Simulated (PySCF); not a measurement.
Be(NH2)(NMe2) (C2H8BeN2), SMILES C[N](C)[Be][NH2]. Atoms are numbered in the order given.

```xyz
13

Be     0.0000     0.0000     1.0171
N      0.0000     0.0000     2.5189
H      0.8251     0.0000     3.1086
H     -0.8251     0.0000     3.1086
N      0.0000     0.0000    -0.4900
C      0.0000     1.2002    -1.2850
C      0.0000    -1.2002    -1.2850
H     -0.8898     1.2649    -1.9443
H      0.8898     1.2649    -1.9443
H      0.0000     2.0970    -0.6453
H      0.8898    -1.2649    -1.9443
H     -0.8898    -1.2649    -1.9443
H      0.0000    -2.0970    -0.6453
```

The structure is a stationary point at PBE0-D3(BJ)/def2-SVP. One conformer was computed; it need not be the lowest.

Two levels are set side by side: PBE/pcSseg-1 (PySCF) and KT2/pcSseg-1 (PySCF). GIAO shifts against NH3 (¹⁵N), TMS (¹H), TMS (¹³C) at the same level; non-relativistic, no solvent, atoms listed together averaged. Differences are taken from unrounded values.

```csv
quantity,PBE
δ(¹⁵N) of N2 (ppm),22.1
"δ(¹H) of H3, H4 (ppm)",0.83
δ(¹⁵N) of N5 (ppm),64.2
"δ(¹³C) of C6, C7 (ppm)",45.4
```

### Question
These are the PBE values. What does KT2 give? (The exact figures need the calculation; the answer reports its results.)

### Answer

| quantity | KT2 | PBE minus KT2 |
|---|---|---|
| δ(¹⁵N) of N2 (ppm) | 19.0 | 3.0 |
| δ(¹H) of H3, H4 (ppm) | 0.85 | -0.01 |
| δ(¹⁵N) of N5 (ppm) | 59.7 | 4.5 |
| δ(¹³C) of C6, C7 (ppm) | 45.1 | 0.3 |

Rough cost on one machine, each run with all the roots and properties that it gave: KT2 against PBE within a factor of 2.
